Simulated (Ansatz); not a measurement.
Ideal-gas functions of BrH₅SSi₂, SMILES `[SiH3][SiH](S)Br` at 800 K and 1 bar, from an Ansatz frequency run at PBE0-D4/def2-TZVP.

Molar mass 173.18 g/mol, point group C1 (symmetry number 1), electronic degeneracy 1, moments of inertia 238.604, 396.408, 594.512 u Å². Harmonic wavenumbers (cm⁻¹, unscaled): 77, 94, 121, 150, 203, 354, 455, 485, 502, 551, 693, 759, 782, 874, 932, 933, 2223, 2231, 2239, 2244, 2704.

Use S(trans) = R[1.5 ln M + 2.5 ln T − 1.1517]; rotational temperatures θ = 24.2544 K / I; S(rot) = R[ln(√π/σ · √(T³/θAθBθC)) + 1.5]; for each mode x = 1.438777 ν̃/T, S = R[x/(eˣ − 1) − ln(1 − e⁻ˣ)] and H = RT x/(eˣ − 1); 1 cm⁻¹ = 0.0119627 kJ/mol; R = 8.31446 J/(mol·K).

Task: By hand: the entropy, in J/(mol·K).

Result: Translation 193.7. Rotation: θ = 0.1017, 0.0612, 0.0408 K, giving 135.0. Vibration, mode by mode: 24.76, 23.10, 21.01, 19.23, 16.74, 12.21, 10.21, 9.71, 9.44, 8.72, 7.00, 6.34, 6.13, 5.36, 4.93, 4.92, 0.78, 0.77, 0.76, 0.75, 0.38, in all 193.3. Electronic 0.0. Sum 522.0 J/(mol·K).

Task: By hand: H − E and G − E in kJ/mol, counted from the electronic energy.

Result: Zero-point energy ½ × 19606 × 0.0119627 = 117.3; thermal vibration 70.3; translation, rotation and pV give 4 RT = 26.6. H − E = 214.2 kJ/mol, and G − E = 214.2 − 800 × 522.0/1000 = -203.4 kJ/mol.

Vibration gives 37 % of the entropy, 68.9 J/(mol·K) of it from the modes under 150 cm⁻¹: soft modes count most, and the harmonic formula is weakest for them. The sum counts one conformer and one mirror image; others add a mixing term.
